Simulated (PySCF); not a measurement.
## 29Si chemical shifts

[PySCF 2.14: coordinates at the GFN2-xTB level; PBE0/pcSseg-1 with gauge-including orbitals; one computed conformer; one averaged value for each set of equivalent atoms; non-relativistic; gas phase]

Shieldings were converted by a linear fit to measured shifts: 29Si: δ = 279.94 − 0.822σ (rms 8.9 ppm, 72 shifts, 25.8 ppm with the 6 outliers that the fit left out vs TMS, solution or neat liquid). A few per cent of atoms miss by over 2 rms, more outside the fitted compound classes.

**Question.** Give the 29Si shifts of `C=C1[SiH2][SiH2][SiH2][C@H]1C`, `C#C[SiH2][SiH2][SiH2]CC`, `FC(F)(F)CC1=CC=C[SiH2]1`, `N#C[SiH]1OCCCO1`.

**Answer.** 
| compound | environment | δ (ppm) |
| --- | --- | --- |
| [CH2:1]=[C:2]1[SiH2:3][SiH2:4][SiH2:5][C@H:6]1[CH3:7] | Si5: silicon bonded to C, Si, 2 H, in a 5-membered ring | -54.4 |
| [CH2:1]=[C:2]1[SiH2:3][SiH2:4][SiH2:5][C@H:6]1[CH3:7] | Si3: silicon bonded to C, Si, 2 H, in a 5-membered ring | -67.8 |
| [CH2:1]=[C:2]1[SiH2:3][SiH2:4][SiH2:5][C@H:6]1[CH3:7] | Si4: silicon bonded to 2 Si, 2 H, in a 5-membered ring | -114.0 |
| [CH:1]#[C:2][SiH2:3][SiH2:4][SiH2:5][CH2:6][CH3:7] | Si5: silicon bonded to C, Si, 2 H | -60.1 |
| [CH:1]#[C:2][SiH2:3][SiH2:4][SiH2:5][CH2:6][CH3:7] | Si3: silicon bonded to C, Si, 2 H | -87.4 |
| [CH:1]#[C:2][SiH2:3][SiH2:4][SiH2:5][CH2:6][CH3:7] | Si4: silicon bonded to 2 Si, 2 H | -114.1 |
| FC(F)(F)CC1=CC=C[SiH2]1 | silicon bonded to 2 C, 2 H, in a 5-membered ring | -43.9 |
| N#C[SiH]1OCCCO1 | silicon bonded to C, 2 O, H, in a 6-membered ring | -56.8 |
